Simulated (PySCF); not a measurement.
Ge(All)(OH)3, SMILES C=C[CH2][Ge]([OH])([OH])[OH], GFN2-xTB optimised geometry.

```
15

C     -1.47    -2.22     1.18
C     -0.43    -1.44     1.44
C     -0.50     0.03     1.57
Ge     0.32     0.98     0.00
O     -0.17     2.66     0.00
O     -0.11     0.28    -1.55
O      2.07     0.98     0.00
H     -2.46    -1.81     1.06
H     -1.37    -3.29     1.09
H      0.56    -1.87     1.55
H      0.04     0.37     2.45
H     -1.54     0.37     1.64
H      0.55     3.29     0.08
H     -1.00     0.47    -1.85
H      2.46     0.29    -0.54
```

Density from PBE0/def2-TZVP (PySCF) at that geometry.

Minimum of the electron density along straight lines between bonded atoms, close to the bond critical point (lines longer than 1.1 times the sum of covalent radii, or with two minima, are not listed):

| bond | length / Å | ρ at the minimum / e bohr⁻³ | ∇²ρ there / e bohr⁻⁵ | position (fraction from the first atom) |
|---|---|---|---|---|
| C1–C2 | 1.321 | 0.359 | -1.12 | 0.49 |
| C2–C3 | 1.484 | 0.265 | (withheld) | 0.50 |
| C3–Ge4 | 2.009 | (withheld) | (withheld) | 0.53 |
| Ge4–O5 | 1.751 | 0.153 | 0.72 | 0.47 |
| Ge4–O6 | 1.753 | 0.152 | 0.72 | 0.47 |
| Ge4–O7 | 1.747 | 0.154 | 0.74 | 0.47 |
| C1–H8 | 1.078 | 0.286 | -1.02 | 0.64 |
| C1–H9 | 1.076 | 0.288 | -1.03 | 0.64 |
| C2–H10 | 1.083 | 0.286 | -1.02 | 0.64 |
| C3–H11 | 1.089 | 0.277 | -0.94 | 0.64 |
| C3–H12 | 1.089 | 0.278 | -0.95 | 0.64 |
| O5–H13 | 0.955 | 0.362 | -2.48 | 0.81 |
| O6–H14 | 0.954 | 0.363 | -2.49 | 0.81 |
| O7–H15 | 0.955 | 0.362 | -2.48 | 0.81 |

Problem. Some entries are withheld; supply them.

Solution. 
- C2–C3, ∇²ρ there / e bohr⁻⁵: -0.70
- C3–Ge4, ρ at the minimum / e bohr⁻³: 0.120
- C3–Ge4, ∇²ρ there / e bohr⁻⁵: 0.02
